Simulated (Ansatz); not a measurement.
`CB(O)S`, 9 atoms. Total charge 0; spin multiplicity 1. All runs use 2 threads of a server CPU on a shared host. Correlated methods freeze the cores.

**Question.** Give the basis size and wall time and peak host memory of each of these runs in Ansatz. RKS PBE-QIDH (frozen core)/def2-TZVPP energy; RKS PBE0-D4/def2-TZVP relaxation (7 steps); RKS PBE0-D4/def2-QZVPP energy; RHF-MP2/def2-QZVPP energy; RHF-CCSD(T)/def2-SVP energy; RHF-CCSD(T)/def2-TZVPP energy; RKS PBE0-D4/def2-SVP energy; RKS ωB97M-V/def2-SVP energy; RKS r2SCAN0-D4/def2-TZVPP energy; RKS CAM-B3LYP-D4/def2-TZVPP energy; direct RPA on PBE orbitals/def2-TZVPP energy; RKS r2SCANh-D4/def2-TZVPP energy. (An estimate is asked.)

**Answer.** Ansatz gave: Other jobs shared the machine, so times are rough.

| level | job | functions | wall time | peak host memory (GiB) |
| --- | --- | --- | --- | --- |
| RKS PBE0-D4/def2-SVP | energy | 85 | 0.7 s | 0.16 |
| RKS ωB97M-V/def2-SVP | energy | 85 | 2.1 s | 0.24 |
| RHF-CCSD(T)/def2-SVP | energy | 85 | 2.5 s | 0.28 |
| RKS CAM-B3LYP-D4/def2-TZVPP | energy | 205 | 2.5 s | 0.44 |
| RKS r2SCAN0-D4/def2-TZVPP | energy | 205 | 2.7 s | 0.41 |
| RKS r2SCANh-D4/def2-TZVPP | energy | 205 | 2.9 s | 0.41 |
| RKS PBE-QIDH (frozen core)/def2-TZVPP | energy | 205 | 3.3 s | 0.44 |
| direct RPA on PBE orbitals/def2-TZVPP | energy | 205 | 3.9 s | 0.41 |
| RKS PBE0-D4/def2-QZVPP | energy | 391 | 5.5 s | 1 |
| RHF-MP2/def2-QZVPP | energy | 391 | 15 s | 1.8 |
| RKS PBE0-D4/def2-TZVP | relaxation (7 steps) | 160 | 18 s | 0.34 |
| RHF-CCSD(T)/def2-TZVPP | energy | 205 | 28 s | 2.9 |
